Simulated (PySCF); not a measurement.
## Calculated data, BClGeHN

Calculation on a computer-drawn molecule: optimised geometry and harmonic frequencies of an isolated molecule of the commonest isotopes, restricted reference for singlets and unrestricted otherwise, frozen core in MP2; on germanium a core potential holds 10 electrons, which the energies leave out, and 3d is frozen in MP2 and coupled-cluster steps. Program: PySCF 2.14.0.

```yaml
- formula: BClGeHN
  start_structure:
    atoms_angstrom:
      - [B, -2.2419, 0.729, -2.0476]
      - ["N", -2.095, -0.0444, -1.0779]
      - [Ge, -2.0339, -1.2687, 0.2628]
      - [Cl, -0.3003, -0.4519, 1.4073]
      - [H, -2.3775, 1.4562, -2.9566]
  given:
    charge: 0
    multiplicity: 1
    method: MP2
    basis: "cc-pV(D+d)Z"
    basis_and_core_potential_on_germanium: "cc-pVDZ-PP ECP10MDF"
    drawn_bonds_atom: [1, 2, 3, 1]
    drawn_bonds_other_atom: [2, 3, 4, 5]
    drawn_bonds_order: [2, 1, 1, 1]
  results:
    "total_energy [hartree]": null
    "rotational_constants [GHz]": null
```

Questions
1. What total energy does the calculation give for BClGeHN?
2. Estimate the rotational constants of BClGeHN.
3. Give the table of modes values for BClGeHN.

Calculated values
1. -833.1212 hartree
2. 6.623, 2.423, 1.774 GHz
3. 
Modes:
```tsv
frequency (cm⁻¹)	reduced mass (dalton)
83.6	4.896
111.7	4.536
247.8	10.46
392.3	41.16
523.8	10.33
703.9	1.313
732.7	1.334
1776	5.686
2901	1.17
```

Further results for BClGeHN:

* convergence status largest gradient component: 1.533e-05 hartree/bohr

Optimised structure:
```xyz
5
BClGeHN
B     -2.2509     0.7480    -2.0775
N     -2.0485    -0.0046    -1.0650
Ge    -2.0201    -1.2782     0.2881
Cl    -0.3063    -0.5000     1.4501
H     -2.4228     1.4550    -3.0076
```
